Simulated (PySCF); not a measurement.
PySCF input (BP86/def2-SVP):

```python
from pyscf import gto, dft

mol = gto.M(
    atom='''
    C    -1.87478400   -0.18471500    0.29341600
    C    -0.66567400    0.14145800   -0.25313400
    F    -0.62670500    0.81882000   -1.42159800
    C     0.57897500   -0.15041800    0.26742500
    F     1.71730400    0.18533100   -0.29661000
    F     0.74019600   -0.80562700    1.40036600
    H    -1.92370600   -0.72489800    1.22500200
    H    -2.78455800    0.10024100   -0.21066900
    ''',
    basis='def2-svp',
    charge=0,
    spin=1,
    verbose=4,
)

mf = dft.UKS(mol, xc='bp86')
mf.grids.level = 3
mf.conv_tol = 1e-9
mf.max_cycle = 100
mf.max_memory = 1500
mf.kernel()
if not mf.converged:
    mf = mf.newton()
    mf.kernel(mf.make_rdm1())
mo, _, stable, _ = mf.stability(return_status=True)
if not stable:
    mf.kernel(mf.make_rdm1(mo, mf.mo_occ))
    stable = mf.stability(return_status=True)[2]
mf.dip_moment()
```

Output:

```
PySCF version 2.14.0

[INPUT] verbose = 4
[INPUT] num. atoms = 8
[INPUT] num. electrons = 47
[INPUT] charge = 0
[INPUT] spin (= nelec alpha-beta = 2S) = 1
[INPUT] symmetry False subgroup None
[INPUT] Mole.unit = angstrom
[INPUT] Symbol           X                Y                Z      unit          X                Y                Z       unit  Magmom
[INPUT]  1 C     -1.874784000000  -0.184715000000   0.293416000000 AA   -3.542828302717  -0.349060761099   0.554475880565 Bohr   0.0
[INPUT]  2 C     -0.665674000000   0.141458000000  -0.253134000000 AA   -1.257941548244   0.267316878129  -0.478353932816 Bohr   0.0
[INPUT]  3 F     -0.626705000000   0.818820000000  -1.421598000000 AA   -1.184300810896   1.547345545316  -2.686430879229 Bohr   0.0
[INPUT]  4 C      0.578975000000  -0.150418000000   0.267425000000 AA    1.094104182970  -0.284248824205   0.505360008862 Bohr   0.0
[INPUT]  5 F      1.717304000000   0.185331000000  -0.296610000000 AA    3.245234232620   0.350224832392  -0.560511665807 Bohr   0.0
[INPUT]  6 F      0.740196000000  -0.805627000000   1.400366000000 AA    1.398767718499  -1.522414388555   2.646308214153 Bohr   0.0
[INPUT]  7 H     -1.923706000000  -0.724898000000   1.225002000000 AA   -3.635277484183  -1.369858688245   2.314918282044 Bohr   0.0
[INPUT]  8 H     -2.784558000000   0.100241000000  -0.210669000000 AA   -5.262051997967   0.189428036453  -0.398106712936 Bohr   0.0

nuclear repulsion = 233.855769090549
number of shells = 42
number of NR pGTOs = 158
number of NR cGTOs = 94
basis = def2-svp
ecp = {}

******** <class 'pyscf.dft.uks.UKS'> ********
method = UKS
initial guess = minao
damping factor = 0
level_shift factor = 0
DIIS = <class 'pyscf.scf.diis.CDIIS'>
diis_start_cycle = 1
diis_space = 8
diis_damp = 0
SCF conv_tol = 1e-09
SCF conv_tol_grad = None
SCF max_cycles = 100
direct_scf = True
direct_scf_tol = 1e-13
number electrons alpha = 24  beta = 23
XC library pyscf.dft.libxc version 7.1.2
    S. Lehtola, C. Steigemann, M. J. T. Oliveira, and M. A. L. Marques,  SoftwareX 7, 1–5 (2018)
XC functionals = bp86
    A. D. Becke,  Phys. Rev. A 38, 3098 (1988)
    J. P. Perdew,  Phys. Rev. B 33, 8822 (1986)
    J. P. Perdew,  Phys. Rev. B 34, 7406–7406 (1986)
radial grids:
    Treutler-Ahlrichs [JCP 102, 346 (1995); DOI:10.1063/1.469408] (M4) radial grids

becke partition: Becke, JCP 88, 2547 (1988); DOI:10.1063/1.454033
pruning grids: <function nwchem_prune>
grids dens level: 3
symmetrized grids: False
atomic radii adjust function: <function treutler_atomic_radii_adjust>
small_rho_cutoff = 0
Set gradient conv threshold to 3.16228e-05
tot grids = 104760
init E= -415.385046611651
  alpha nocc = 24  HOMO = -0.173061560444514  LUMO = -0.00229345873482112
  beta  nocc = 23  HOMO = -0.313040465708592  LUMO = -0.173061560444513

WARN: HOMO -0.173061560444514 >= LUMO -0.173061560444513

cycle= 1 E= -414.504127188054  delta_E= 0.881  |g|= 0.595  |ddm|= 2.29
  alpha nocc = 24  HOMO = -0.147808319961813  LUMO = 0.0135460338139946
  beta  nocc = 23  HOMO = -0.229068141126087  LUMO = -0.12132564527323
  HOMO = -0.147808319962  LUMO = -0.121325645273  gap/eV = 0.72063
cycle= 2 E= -413.904636160949  delta_E= 0.599  |g|= 1.29  |ddm|= 1.66
  alpha nocc = 24  HOMO = -0.143926309073147  LUMO = 0.0425877242341155
  beta  nocc = 23  HOMO = -0.240806697226763  LUMO = -0.107132288120322
  HOMO = -0.143926309073  LUMO = -0.10713228812  gap/eV = 1.00122
cycle= 3 E= -414.633320710114  delta_E= -0.729  |g|= 0.152  |ddm|= 1.29
  alpha nocc = 24  HOMO = -0.165660405127481  LUMO = 0.0288771763298081
  beta  nocc = 23  HOMO = -0.248041186749412  LUMO = -0.123794382773974
  HOMO = -0.165660405127  LUMO = -0.123794382774  gap/eV = 1.13923
cycle= 4 E= -414.639606457234  delta_E= -0.00629  |g|= 0.112  |ddm|= 0.339
  alpha nocc = 24  HOMO = -0.170712384828291  LUMO = 0.0278221854314827
  beta  nocc = 23  HOMO = -0.254776429560669  LUMO = -0.126030029949275
  HOMO = -0.170712384828  LUMO = -0.126030029949  gap/eV = 1.21587
cycle= 5 E= -414.646042715366  delta_E= -0.00644  |g|= 0.0362  |ddm|= 0.154
  alpha nocc = 24  HOMO = -0.166256450180904  LUMO = 0.0304494417565442
  beta  nocc = 23  HOMO = -0.25130750383823  LUMO = -0.119773022748788
  HOMO = -0.166256450181  LUMO = -0.119773022749  gap/eV = 1.26488
cycle= 6 E= -414.646650111548  delta_E= -0.000607  |g|= 0.012  |ddm|= 0.0406
  alpha nocc = 24  HOMO = -0.166519143960927  LUMO = 0.0313407688782172
  beta  nocc = 23  HOMO = -0.250635661548533  LUMO = -0.119084968425625
  HOMO = -0.166519143961  LUMO = -0.119084968426  gap/eV = 1.29075
cycle= 7 E= -414.646713292357  delta_E= -6.32e-05  |g|= 0.00556  |ddm|= 0.0147
  alpha nocc = 24  HOMO = -0.167190037450219  LUMO = 0.030594855089265
  beta  nocc = 23  HOMO = -0.251580680296816  LUMO = -0.118922410246034
  HOMO = -0.16719003745  LUMO = -0.118922410246  gap/eV = 1.31343
cycle= 8 E= -414.646728796475  delta_E= -1.55e-05  |g|= 0.00153  |ddm|= 0.00783
  alpha nocc = 24  HOMO = -0.16723501380174  LUMO = 0.0307293128672729
  beta  nocc = 23  HOMO = -0.251472361292957  LUMO = -0.118676527727576
  HOMO = -0.167235013802  LUMO = -0.118676527728  gap/eV = 1.32134
cycle= 9 E= -414.646729830246  delta_E= -1.03e-06  |g|= 0.000953  |ddm|= 0.00255
  alpha nocc = 24  HOMO = -0.16722405367812  LUMO = 0.030727952438754
  beta  nocc = 23  HOMO = -0.251465795860979  LUMO = -0.118642000305604
  HOMO = -0.167224053678  LUMO = -0.118642000306  gap/eV = 1.32199
cycle= 10 E= -414.646730156565  delta_E= -3.26e-07  |g|= 0.000174  |ddm|= 0.000885
  alpha nocc = 24  HOMO = -0.167234534480131  LUMO = 0.0307174241767249
  beta  nocc = 23  HOMO = -0.25147092861199  LUMO = -0.118645887814898
  HOMO = -0.16723453448  LUMO = -0.118645887815  gap/eV = 1.32216
cycle= 11 E= -414.646730166576  delta_E= -1e-08  |g|= 8.02e-05  |ddm|= 0.000213
  alpha nocc = 24  HOMO = -0.167236950769972  LUMO = 0.0307231411013074
  beta  nocc = 23  HOMO = -0.251465545702781  LUMO = -0.118645957601951
  HOMO = -0.16723695077  LUMO = -0.118645957602  gap/eV = 1.32223
cycle= 12 E= -414.646730169138  delta_E= -2.56e-09  |g|= 2.92e-05  |ddm|= 9.55e-05
  alpha nocc = 24  HOMO = -0.167235345765816  LUMO = 0.030721014257849
  beta  nocc = 23  HOMO = -0.251467422038652  LUMO = -0.118645298997937
  HOMO = -0.167235345766  LUMO = -0.118645298998  gap/eV = 1.32220
cycle= 13 E= -414.646730169572  delta_E= -4.34e-10  |g|= 9.06e-06  |ddm|= 3.83e-05
  alpha nocc = 24  HOMO = -0.167235664018842  LUMO = 0.0307221217938803
  beta  nocc = 23  HOMO = -0.251465857271522  LUMO = -0.118645886342871
  HOMO = -0.167235664019  LUMO = -0.118645886343  gap/eV = 1.32220
Extra cycle  E= -414.64673016954  delta_E= 3.16e-11  |g|= 1.29e-05  |ddm|= 2.28e-05
converged SCF energy = -414.64673016954  <S^2> = 0.76161755  2S+1 = 2.011584
uhf_internal: lowest eigs of H = [0.80165591 0.81475376 0.82502785]
<class 'pyscf.dft.uks.UKS'> wavefunction is stable in the internal stability analysis
Dipole moment(X, Y, Z, Debye): -0.54158, -0.41198,  0.70362
```

The geometry given is a B3LYP-D3(BJ)/def2-TZVP minimum.
